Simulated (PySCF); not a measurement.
# Deuteron quadrupole couplings in `F/C=C\C[SiH2]F`

Species: C3H6F2Si.
Numbering: `[F:1]/[CH:2]=[CH:3]\[CH2:4][SiH2:5][F:6]` (hydrogens: H7 on C2; H8 on C3; H9, H10 on C4; H11, H12 on Si5)

Cartesian coordinates in Å at the GFN2-xTB level; atoms count from 1:
```
atom  x, y, z in Å
F1     1.9525    1.5538   -0.3637
C2     1.9285    0.3991    0.3378
C3     0.9802   -0.5033    0.1621
C4    -0.1675   -0.3532   -0.7738
Si5   -1.7342    0.2070    0.1602
F6    -2.0403   -0.9355    1.2569
H7     2.7626    0.3268    1.0179
H8     1.0174   -1.3983    0.7627
H9     0.0779    0.3773   -1.5438
H10   -0.3609   -1.3074   -1.2658
H11   -2.8987    0.2170   -0.7120
H12   -1.5162    1.4159    0.9355
```

Level: PBE0/pcSseg-1 (PySCF, non-relativistic); Q(2H) = 0.00286 b; rigid geometry, the same for H and D, with no vibrational averaging.

Problem. Rank these positions by the coupling χzz of a deuteron there, largest first.
A. H7 (vinylic hydrogen)
B. H8 (vinylic hydrogen)
C. H12 (Si–H hydrogen)
D. H10 (methylene hydrogen)

Solution. B (222 kHz), A (218 kHz), D (209 kHz), C (111 kHz).

Problem. What are Vzz, η and χzz (234.96 MHz × Q × Vzz) at all hydrogens?

Solution. 
```tsv
atom	bonded to	bond length (Å)	Vzz (au)	η	χzz (kHz)
H7	C2	1.079	0.3241	0.11	218
H8	C3	1.079	0.3308	0.09	222
H9	C4	1.089	0.3115	0.03	209
H10	C4	1.091	0.3114	0.04	209
H11	Si5	1.455	0.1641	0.01	110
H12	Si5	1.453	0.1656	0.01	111
```

Problem. Average by the element that carries the hydrogen.

Solution. on C: 215 kHz over 4 positions, mean bond length 1.084 Å; on Si: 111 kHz over 2 positions, mean bond length 1.454 Å.

Isolated species at its GFN2-xTB geometry (one conformer only). GFN2-xTB bond lengths can be off by several hundredths of an ångström, more for odd bonds, and the gradients follow them. These gradients aren't converged with respect to the basis.
